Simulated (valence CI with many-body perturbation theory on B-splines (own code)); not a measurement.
# Bi50+: E2, M1, M2 decay

Computed by relativistic CI+MBPT: five valence electrons over a frozen Dirac-Fock core [Ar] 3d10, a basis of 11 s, 11 p, 10 d, 8 f, 5 g, 2 h functions for each j, with the one-electron correlation potential Σ1, the two-electron term Σ2, the three-electron term Σ3, Breit, model QED; selected CI, second order for the rest, scaled by the run's own slope (own B-spline code, finite nucleus).

The last digits are not significant, and no measured levels were compared; by estimate large intervals hold to a few tenths of a per cent, small ones and those within an open d or f shell to about a per cent. Among the levels kept, up to 2000 cm⁻¹ of a level comes from second order outside the variational space, and about a tenth of that is noise between levels of different J, which matters for small intervals.

Lines 1 to 20 of 20 in falling wavelength, among levels below 770.80 eV, chosen from the decays that carry over 1 % of a level's rate. Wavelengths and rates use the calculated energies. Electric multipoles are in the length gauge, E1 and E2 with the static RPA response of the core. Weak lines are less certain than strong ones. Lines between different terms over intervals too small for the method are left out, as are lines whose strength nearly cancels.

Levels are named by their leading jj configuration (3d3/2^4 stands for four electrons in 3d with j = 3/2), which in mixed levels can hold well under half, so a name can repeat and another be missing. Letters in brackets count levels of one name in rising energy.

| λ vac (Å) | Upper | Lower | Type | A (s⁻¹) | Branch % |
| --- | --- | --- | --- | --- | --- |
| 328.4 | (4s^2 4p1/2 4p3/2 4d5/2) J=9/2 | (4s^2 4p1/2 4p3/2 4d3/2) J=7/2 | M1 | 3.18e+05 | 20.3 |
| 79.17 | (4s^2 4p3/2^2 4d5/2) J=9/2 | (4s^2 4p1/2 4p3/2 4d5/2) J=7/2 [b] | M1 | 1.32e+07 | 18.4 |
| 77.25 | (4s^2 4p1/2 4p3/2 4d5/2) J=7/2 [a] | (4s^2 4p1/2^2 4d5/2) J=5/2 | M1 | 2.64e+07 | 2.1 |
| 73.91 | (4s^2 4p1/2 4p3/2 4d5/2) J=9/2 | (4s^2 4p1/2^2 4d5/2) J=5/2 | E2 | 1.23e+06 | 78.1 |
| 73.16 | (4s^2 4p1/2 4p3/2^2) J=3/2 | (4s^2 4p1/2^2 4p3/2) J=3/2 | M1 | 4.67e+07 | 98.5 |
| 73.16 | (4s^2 4p1/2 4p3/2^2) J=3/2 | (4s^2 4p1/2^2 4p3/2) J=3/2 | E2 | 7.27e+05 | 1.5 |
| 72.66 | (4s^2 4p3/2^3) J=3/2 | (4s^2 4p1/2 4p3/2^2) J=1/2 | M1 | 1.17e+07 | 9.8 |
| 71.80 | (4s^2 4p3/2^2 4d5/2) J=9/2 | (4s^2 4p1/2 4p3/2 4d5/2) J=9/2 | M1 | 2.01e+07 | 28.0 |
| 71.80 | (4s^2 4p3/2^2 4d5/2) J=9/2 | (4s^2 4p1/2 4p3/2 4d5/2) J=9/2 | E2 | 1.50e+06 | 2.1 |
| 70.50 | (4s^2 4p1/2 4p3/2^2) J=5/2 | (4s^2 4p1/2^2 4p3/2) J=3/2 | M1 | 8.03e+06 | 74.0 |
| 70.50 | (4s^2 4p1/2 4p3/2^2) J=5/2 | (4s^2 4p1/2^2 4p3/2) J=3/2 | E2 | 2.83e+06 | 26.1 |
| 69.35 | (4s^2 4p3/2^3) J=3/2 | (4s^2 4p1/2 4p3/2^2) J=5/2 | M1 | 1.32e+07 | 11.1 |
| 69.35 | (4s^2 4p3/2^3) J=3/2 | (4s^2 4p1/2 4p3/2^2) J=5/2 | E2 | 4.91e+06 | 4.1 |
| 68.91 | (4s^2 4p3/2^2 4d5/2) J=9/2 | (4s^2 4p1/2 4p3/2 4d5/2) J=7/2 [a] | M1 | 1.61e+07 | 22.4 |
| 68.91 | (4s^2 4p3/2^2 4d5/2) J=9/2 | (4s^2 4p1/2 4p3/2 4d5/2) J=7/2 [a] | E2 | 1.35e+06 | 1.9 |
| 67.38 | (4s^2 4p1/2 4p3/2^2) J=1/2 | (4s^2 4p1/2^2 4p3/2) J=3/2 | M1 | 2.73e+07 | 91.6 |
| 67.38 | (4s^2 4p1/2 4p3/2^2) J=1/2 | (4s^2 4p1/2^2 4p3/2) J=3/2 | E2 | 2.49e+06 | 8.4 |
| 66.96 | (4s^2 4p3/2^3) J=3/2 | (4s^2 4p1/2 4p3/2^2) J=3/2 | M1 | 5.47e+07 | 45.8 |
| 63.37 | (4s^2 4p3/2^2 4d5/2) J=5/2 [a] | (4s^2 4p1/2 4p3/2 4d5/2) J=7/2 [a] | M1 | 3.04e+07 | 1.6 |
| 55.49 | (4s^2 4p1/2 4p3/2 4d5/2) J=9/2 | (4s^2 4p1/2 4p3/2^2) J=5/2 | M2 | 1.61e+04 | 1.0 |
